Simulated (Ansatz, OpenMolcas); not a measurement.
HOI (hypoiodous acid): the vertical energy of the triplet above the singlet from total energies

HOI: 3 atoms, total charge 0, spin state singlet. SMILES: `OI`. The shape is that of a PBE0-D4/def2-TZVP optimisation.

```
atom    x (Å)    y (Å)    z (Å)
   O  -0.3762  -0.4676  -0.2534
   I   1.2471   0.1302   0.6970
   H  -0.8709   0.3375  -0.4436
```

Both states at this one shape; open shells run unrestricted unless said. 1 Eh = 27.2114 eV.

| level | program | singlet HOI (Eh) | triplet HOI (Eh) |
| --- | --- | --- | --- |
| PBE0/STO-3G | Ansatz | -6927.202001 | -6927.091236 |
| RPA@PBE/def2-TZVPP (core potential), 5 core orbitals frozen | Ansatz | -373.066005 | -372.981608 |
| CCSD(T)/STO-3G, 19 core orbitals frozen | Ansatz | -6925.123988 | -6924.992736 |
| CCSD(T)/def2-TZVP (core potential), open shells restricted, 5 core orbitals frozen | OpenMolcas | -372.830034 | -372.741042 |

Question: Work out the vertical gap, second state less first, at each level.

Answer: 
1. PBE0/STO-3G: -6927.091236 − (-6927.202001) = 0.110765 Eh = 3.01 eV.
2. RPA@PBE/def2-TZVPP (core potential): -372.981608 − (-373.066005) = 0.084397 Eh = 2.30 eV.
3. CCSD(T)/STO-3G: -6924.992736 − (-6925.123988) = 0.131252 Eh = 3.57 eV.
4. CCSD(T)/def2-TZVP (core potential), open shells restricted: -372.741042 − (-372.830034) = 0.088992 Eh = 2.42 eV.

No measured value is set beside it here; the levels span 2.30 to 3.57 eV. Spin-orbit coupling, which splits open shells on such heavy atoms by tenths of an eV, is left out. Minimal sets are far from the basis-set limit. All-electron rows are non-relativistic unless named.
